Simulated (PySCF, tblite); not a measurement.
One entry of a table of gas-phase calculations, keyed by method. Lists by class give the value and the number of equivalent atoms.

```json
{
 "formula": "C6H13NSi",
 "smiles": "C#C[Si](C)(C)NCC",
 "charge": 0,
 "multiplicity": 1,
 "geometry_level": "GFN2-xTB",
 "electronic_structure_code": "PySCF",
 "results": {
  "GFN2-xTB geometry": {
   "point_group": "C1",
   "rotational_constants_GHz": [2.069, 1.018, 0.895]
  },
  "PBE0/pcSseg-1 ground state and GIAO shieldings, non-relativistic": {
   "dipole_D": 0.69,
   "homo_eV": -6.69,
   "lumo_eV": 0.48,
   "shift_vs_computed_TMS_C_by_class_ppm": [
    [99.3, 1],
    [93.8, 1],
    [40.4, 1],
    [22.4, 1],
    [-0.2, 2]
   ],
   "shift_vs_computed_TMS_H_by_class_ppm": [
    [2.93, 2],
    [1.81, 1],
    [1.12, 3],
    [0.18, 6],
    [0.08, 1]
   ],
   "shielding_other_nuclei_by_class_ppm": [
    ["N", 213.7, 1],
    ["Si", 375.9, 1]
   ]
  },
  "GFN2-xTB harmonic vibrations, gas phase": {
   "strongest_ir_bands_cm-1_km_per_mol_modes": [
    [506.2, 78.3, 1],
    [840.8, 119.7, 1],
    [849.9, 202.1, 1],
    [880.1, 179.6, 1],
    [1173.3, 124.7, 1],
    [2855.1, 88.1, 1]
   ],
   "zpe_kcal_per_mol": 109.4
  }
 }
}
```

The rotational constants make it an asymmetric top with κ = (2B − A − C)/(A − C) = -0.79, nearer the prolate limit (−1). With B = h/(8π²I), that is 505.379 GHz u Å² over I, the principal moments of inertia are 244.2, 496.2 and 564.5 u Å² (most abundant isotopes); the inertial defect Ic − Ia − Ib is -175.9 u Å² (zero for a rigid planar frame, negative otherwise). In atomic units the dipole is 0.27 e·bohr (1 au = 2.5417 D).

 NMR classes are plain means over equivalent atoms (diastereotopic ones count apart unless rotation or inversion swaps them), as if these changed places fast; in this geometry the members of some classes differ.

For the NMR shielding job (PBE0/pcSseg-1), the run took 2.0 min on an Intel Xeon at 2.50 GHz with one thread, no GPU, shared host with 64 logical CPUs at a one-minute load of 64, and the process peaked at 1.0 GiB of memory.

The values belong to the conformer `[CH:1]#[C:2][Si:3]([CH3:4])([CH3:5])[NH:6][CH2:7][CH3:8]`: C2–Si3–N6–C7 -67°, Si3–N6–C7–C8 -151°.
